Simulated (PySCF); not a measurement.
Atomic charges against the basis set

Species: Si4H10.
Bonds: Si1–Si2, Si2–Si3, Si3–Si4. Hydrogens: H5, H6, H7 on Si1; H8, H9 on Si2; H10, H11 on Si3; H12, H13, H14 on Si4.

PBE0 throughout (PySCF), one geometry, spherical d and f functions. Isolated species at its PBE0-D3(BJ)/def2-SVP geometry (one conformer only). Atoms taken as equivalent share a column and are averaged.

Mulliken charges (e):

| basis | functions | Si1/Si4 | Si2/Si3 | H5 (×6) | H8/H9/H10/H11 |
| --- | --- | --- | --- | --- | --- |
| STO-3G | 46 | +0.345 | +0.239 | -0.116 | -0.117 |
| 6-31G | 72 | +0.284 | +0.115 | -0.083 | -0.075 |
| pcSseg-0 | 72 | +0.099 | -0.115 | -0.013 | +0.028 |
| 6-31G* | 92 | +0.163 | +0.032 | -0.044 | -0.032 |
| def2-SVP | 122 | +0.179 | +0.010 | -0.045 | -0.027 |
| cc-pVDZ | 122 | +0.099 | +0.004 | -0.025 | -0.014 |
| pcSseg-1 | 146 | +0.220 | -0.006 | -0.055 | -0.024 |
| aug-cc-pVDZ | 198 | -0.918 | -0.642 | +0.297 | +0.335 |
| 6-311+G(2d,p) | 200 | +0.114 | +0.080 | -0.042 | -0.034 |
| def2-TZVP | 208 | +0.017 | +0.005 | -0.007 | 0.000 |
| IGLO-III | 276 | +0.502 | +0.230 | -0.148 | -0.144 |
| cc-pVTZ | 276 | +0.061 | +0.014 | -0.015 | -0.015 |
| pcSseg-2 | 312 | +0.353 | +0.138 | -0.109 | -0.083 |

IAO charges (e):

| basis | functions | Si1/Si4 | Si2/Si3 | H5 (×6) | H8/H9/H10/H11 |
| --- | --- | --- | --- | --- | --- |
| STO-3G | 46 | +0.381 | +0.220 | -0.123 | -0.115 |
| 6-31G | 72 | +0.175 | +0.082 | -0.055 | -0.047 |
| pcSseg-0 | 72 | +0.138 | +0.033 | -0.040 | -0.026 |
| 6-31G* | 92 | +0.280 | +0.140 | -0.088 | -0.077 |
| def2-SVP | 122 | +0.288 | +0.141 | -0.091 | -0.078 |
| cc-pVDZ | 122 | +0.276 | +0.139 | -0.087 | -0.077 |
| pcSseg-1 | 146 | +0.289 | +0.142 | -0.091 | -0.079 |
| aug-cc-pVDZ | 198 | +0.276 | +0.142 | -0.088 | -0.078 |
| 6-311+G(2d,p) | 200 | +0.300 | +0.154 | -0.095 | -0.084 |
| def2-TZVP | 208 | +0.306 | +0.157 | -0.097 | -0.086 |
| IGLO-III | 276 | +0.304 | +0.155 | -0.096 | -0.085 |
| cc-pVTZ | 276 | +0.294 | +0.150 | -0.093 | -0.082 |
| pcSseg-2 | 312 | +0.303 | +0.153 | -0.096 | -0.084 |

Hirshfeld charges (e):

```csv
basis,functions,Si1/Si4,Si2/Si3,H5 (×6),H8/H9/H10/H11
STO-3G,46,+0.245,+0.180,-0.084,-0.087
6-31G,72,+0.188,+0.123,-0.062,-0.062
pcSseg-0,72,+0.201,+0.134,-0.067,-0.068
6-31G*,92,+0.196,+0.125,-0.065,-0.063
def2-SVP,122,+0.215,+0.147,-0.072,-0.073
cc-pVDZ,122,+0.209,+0.141,-0.070,-0.070
pcSseg-1,146,+0.213,+0.144,-0.071,-0.072
aug-cc-pVDZ,198,+0.207,+0.138,-0.069,-0.068
"6-311+G(2d,p)",200,+0.211,+0.138,-0.070,-0.069
def2-TZVP,208,+0.208,+0.138,-0.069,-0.068
IGLO-III,276,+0.206,+0.144,-0.070,-0.070
cc-pVTZ,276,+0.207,+0.139,-0.069,-0.069
pcSseg-2,312,+0.211,+0.140,-0.070,-0.070
```

ESP-fitted charges (e):

```json
{"basis": "STO-3G", "functions": "46", "Si1/Si4": "+0.204", "Si2/Si3": "+0.121", "H5 (×6)": "-0.067", "H8/H9/H10/H11": "-0.062"}
{"basis": "6-31G", "functions": "72", "Si1/Si4": "+0.188", "Si2/Si3": "+0.104", "H5 (×6)": "-0.060", "H8/H9/H10/H11": "-0.056"}
{"basis": "pcSseg-0", "functions": "72", "Si1/Si4": "+0.135", "Si2/Si3": "+0.056", "H5 (×6)": "-0.043", "H8/H9/H10/H11": "-0.032"}
{"basis": "6-31G*", "functions": "92", "Si1/Si4": "+0.126", "Si2/Si3": "+0.104", "H5 (×6)": "-0.044", "H8/H9/H10/H11": "-0.049"}
{"basis": "def2-SVP", "functions": "122", "Si1/Si4": "+0.113", "Si2/Si3": "+0.093", "H5 (×6)": "-0.040", "H8/H9/H10/H11": "-0.043"}
{"basis": "cc-pVDZ", "functions": "122", "Si1/Si4": "+0.086", "Si2/Si3": "+0.096", "H5 (×6)": "-0.033", "H8/H9/H10/H11": "-0.042"}
{"basis": "pcSseg-1", "functions": "146", "Si1/Si4": "+0.181", "Si2/Si3": "+0.115", "H5 (×6)": "-0.060", "H8/H9/H10/H11": "-0.058"}
{"basis": "aug-cc-pVDZ", "functions": "198", "Si1/Si4": "+0.117", "Si2/Si3": "+0.083", "H5 (×6)": "-0.040", "H8/H9/H10/H11": "-0.040"}
{"basis": "6-311+G(2d,p)", "functions": "200", "Si1/Si4": "+0.111", "Si2/Si3": "+0.096", "H5 (×6)": "-0.040", "H8/H9/H10/H11": "-0.044"}
{"basis": "def2-TZVP", "functions": "208", "Si1/Si4": "+0.115", "Si2/Si3": "+0.100", "H5 (×6)": "-0.041", "H8/H9/H10/H11": "-0.046"}
{"basis": "IGLO-III", "functions": "276", "Si1/Si4": "+0.122", "Si2/Si3": "+0.070", "H5 (×6)": "-0.040", "H8/H9/H10/H11": "-0.036"}
{"basis": "cc-pVTZ", "functions": "276", "Si1/Si4": "+0.122", "Si2/Si3": "+0.096", "H5 (×6)": "-0.043", "H8/H9/H10/H11": "-0.045"}
{"basis": "pcSseg-2", "functions": "312", "Si1/Si4": "+0.141", "Si2/Si3": "+0.100", "H5 (×6)": "-0.048", "H8/H9/H10/H11": "-0.048"}
```

Some averages cover members that differ in this geometry, most widely: H5 (×6), Mulliken in aug-cc-pVDZ +0.272 to +0.311 e.

Q: Which scheme is steadiest as the basis changes?

A: Largest range over the bases for any column: Hirshfeld 0.06 e, ESP-fitted 0.12 e, IAO 0.24 e, Mulliken 1.42 e. Hirshfeld charges move least and Mulliken charges most, counted in e. Without the minimal STO-3G basis the ranges are Hirshfeld 0.03, ESP-fitted 0.10, IAO 0.17, Mulliken 1.42 e.

Q: How much do the charges still move between the two largest bases, cc-pVTZ and pcSseg-2?

A: At most, over all atoms: Mulliken 0.293 e, IAO 0.010 e, Hirshfeld 0.004 e, ESP-fitted 0.019 e.

Q: What do the same runs give for the total energy and the frontier levels?

A: 
```json
{"basis": "STO-3G", "energy (Eh)": "-1150.0964", "HOMO (eV)": "-5.26", "LUMO (eV)": "5.33"}
{"basis": "6-31G", "energy (Eh)": "-1163.2941", "HOMO (eV)": "-7.78", "LUMO (eV)": "0.01"}
{"basis": "pcSseg-0", "energy (Eh)": "-1162.0678", "HOMO (eV)": "-8.28", "LUMO (eV)": "-0.31"}
{"basis": "6-31G*", "energy (Eh)": "-1163.3940", "HOMO (eV)": "-7.66", "LUMO (eV)": "-0.24"}
{"basis": "def2-SVP", "energy (Eh)": "-1163.1017", "HOMO (eV)": "-7.77", "LUMO (eV)": "-0.35"}
{"basis": "cc-pVDZ", "energy (Eh)": "-1163.4618", "HOMO (eV)": "-7.67", "LUMO (eV)": "-0.31"}
{"basis": "pcSseg-1", "energy (Eh)": "-1163.4274", "HOMO (eV)": "-7.82", "LUMO (eV)": "-0.43"}
{"basis": "aug-cc-pVDZ", "energy (Eh)": "-1163.4663", "HOMO (eV)": "-7.68", "LUMO (eV)": "-0.50"}
{"basis": "6-311+G(2d,p)", "energy (Eh)": "-1163.5062", "HOMO (eV)": "-7.71", "LUMO (eV)": "-0.56"}
{"basis": "def2-TZVP", "energy (Eh)": "-1163.5061", "HOMO (eV)": "-7.69", "LUMO (eV)": "-0.53"}
{"basis": "IGLO-III", "energy (Eh)": "-1163.5064", "HOMO (eV)": "-7.72", "LUMO (eV)": "-0.50"}
{"basis": "cc-pVTZ", "energy (Eh)": "-1163.5173", "HOMO (eV)": "-7.70", "LUMO (eV)": "-0.47"}
{"basis": "pcSseg-2", "energy (Eh)": "-1163.5310", "HOMO (eV)": "-7.72", "LUMO (eV)": "-0.51"}
```
